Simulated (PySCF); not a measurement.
Isomers of C4H4O3, one GFN2-xTB conformer each. Single-point energies are computed at PBE0/pcSseg-1 (PySCF, gas phase, no added dispersion term), electronic only.

| SMILES | GFN2-xTB relative energy (kcal/mol) |
| --- | --- |
| O=C1CCC(=O)O1 | 1.4 |
| Cc1coc(=O)o1 | 0.0 |

Problem. What does PBE0/pcSseg-1 give for the same structures?

Solution. 
```csv
SMILES,PBE0/pcSseg-1 E (Eh),PBE0/pcSseg-1 (kcal/mol),GFN2-xTB (kcal/mol),point group
O=C1CCC(=O)O1,-380.07598,0.0,1.4,C2v
Cc1coc(=O)o1,-380.04480,19.6,0.0,Cs
```

GFN2-xTB puts Cc1coc(=O)o1 lowest instead. 

Problem. Which frontier levels, dipoles and rotational constants go with these structures?

Solution. 
```json
{"SMILES": "O=C1CCC(=O)O1", "HOMO (eV, PBE0/pcSseg-1)": "-8.43", "LUMO (eV)": "-0.89", "dipole (D)": "4.49", "A, B, C (MHz)": "5995, 2386, 1743"}
{"SMILES": "Cc1coc(=O)o1", "HOMO (eV, PBE0/pcSseg-1)": "-7.14", "LUMO (eV)": "0.12", "dipole (D)": "5.34", "A, B, C (MHz)": "7125, 2287, 1750"}
```
